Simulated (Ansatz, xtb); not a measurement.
## Relaxing a trial structure of GeH3O+

The starting geometry of this gas-phase singlet has its atoms placed at random.

```xyz
5

Ge   -0.0609    0.4011    0.1827
O     0.6904   -0.1419   -1.6757
H    -0.8547   -0.1875   -0.9579
H     0.2701   -1.6281   -0.3216
H     0.5461    1.5771    0.9348
```

Q: Guess where an optimisation with r2SCAN-D4/def2-SVP ends from this start.

A: It ends as `[OH][GeH2+]`. Distances that change by over a tenth: Ge1–O2 (2.08 → 1.70 Å). Contacts that close: O2–H4 (2.05 → 0.98 Å).

The energy falls by 7.57 eV over 13 steps:

| step | E − E(last) (eV) |
| --- | --- |
| 1 | 7.566 |
| 2 | 6.147 |
| 4 | 3.179 |
| 5 | 2.279 |
| 6 | 1.343 |
| 8 | 0.203 |
| 9 | 0.019 |
| 10 | 0.003 |
| 12 | 0.000 |
| 13 | 0.000 |

Final geometry (Å):

```xyz
5

Ge   -0.1471    0.4160   -0.1206
O     1.0453   -0.6671   -0.6761
H    -1.5943    0.2078   -0.5453
H     0.8156   -1.4147   -1.2592
H     0.4716    1.4786    0.7635
```

From the same start GFN2-xTB reaches the same bonding as this run.

From so rough a start the end depends on the optimiser's path, so another program may land elsewhere. The end wasn't checked by frequencies. Run with Ansatz 0.2.0, 9.3 s on 1 thread of Intel(R) Xeon(R) 6975P-C (Granite Rapids), with other jobs on the host.
